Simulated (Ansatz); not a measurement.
Process, species as SMILES: [NH][SiH2]N → [NH-][SiH2]N (an electron is taken up)
Geometries: B3LYP-D3(BJ)/def2-TZVP minima from Ansatz (a quantum-chemistry and plane-wave program), one conformer each, not searched for the lowest.

Quantity: adiabatic electron affinity (electronic energy difference), positive where the reaction releases energy, in eV. Cores are frozen in the correlated levels unless marked. UHF or UKS for open shells. No spin-orbit coupling. No relativistic terms. Anions need diffuse functions: aug- sets have them; def2-D sets add few; the other sets have none. Basis-set limits of correlation are two-point, X^-3; Hartree-Fock from the larger set.

Level to compare with: CCSD(T)/CBS(aug-cc-pV(T+d)Z,aug-cc-pV(Q+d)Z) (Ansatz), 2.04 eV. It is a level with limits of its own, and the differences hold the functionals' basis error too.

**Question.** Rank these functionals by how close they come to CCSD(T)/CBS(aug-cc-pV(T+d)Z,aug-cc-pV(Q+d)Z), closest first: PBE0/def2-TZVPD (Ansatz); B3LYP/def2-TZVPD (Ansatz); BHLYP/def2-TZVPD (Ansatz).

**Answer.** B3LYP/def2-TZVPD (global hybrid, 1.89 eV, difference -0.15), PBE0/def2-TZVPD (global hybrid, 1.78 eV, difference -0.26), BHLYP/def2-TZVPD (global hybrid, 1.49 eV, difference -0.55)
